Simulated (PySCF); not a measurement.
# A search over the determinants of LiBe⁺

Unrestricted PBE0; Li def2-SVPD, Be def2-SVPD; no relativity (PySCF 2.14). Outer shells of the fragments: Li+ closed shells only; Be 2s2.

Followed along the bond (rough minima from three points):

| 2Ms+1 | unpaired | ⟨S²⟩ at the start | R at minimum (Å) | Te (eV) |
| --- | --- | --- | --- | --- |
| 1 | none | 0.00 | 2.63 | 0.00 |
| 3 | σ ↑↑ | 2.00 | none in the scan | ≤ 2.08 |

Solutions found at the starting distance of 2.345 Å, counted from the lowest of them; the search is not exhaustive and high or unbound solutions are not listed, so other states can lie among these:

| 2Ms+1 | unpaired | term | E (eV) | ⟨S²⟩ | ⟨Lz²⟩ | μ (D) |
| --- | --- | --- | --- | --- | --- | --- |
| 1 | none | ¹Σ⁺ | 0.00 | 0.00 | 0.00 | -2.39 |
| 3 | σ ↑↑ | ³Σ⁺ | 2.32 | 2.00 | 0.00 | -5.01 |
| 3 | σ ↑, π ↑ | ³Π | 2.67 | 2.00 | 1.00 | -2.77 |
| 1 | σ ↓, π ↑ | mixed | 3.64 | 1.00 | 1.00 | -2.30 |

A term symbol is given only where ⟨S²⟩ and ⟨Lz²⟩ are close to those of a pure state; real π, δ and φ orbitals otherwise mix terms. A positive dipole points towards Be; it is taken about the centre of mass and depends on that origin.

Counting both spins, an empty level lies below a filled one in some of these solutions, because spin and occupation are held.
